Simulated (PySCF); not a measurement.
pentafluorosilicate (F5Si), SMILES F[Si-](F)(F)(F)F, charge -1. Geometry: PBE-D3(BJ)/def2-SVPD.

Computed equilibrium geometry at PBE-D3(BJ)/def2-SVPD (PySCF confirms it by a frequency run) as Cartesian coordinates in Å, and its point group:
point group D3h.
```xyz
6

F      0.0000     0.0000    -1.7092
Si     0.0000     0.0000     0.0000
F     -1.6761     0.0000     0.0000
F      0.8381    -1.4516     0.0000
F      0.8381     1.4516     0.0000
F      0.0000     0.0000     1.7092
```
Charge -1, spin multiplicity 1.
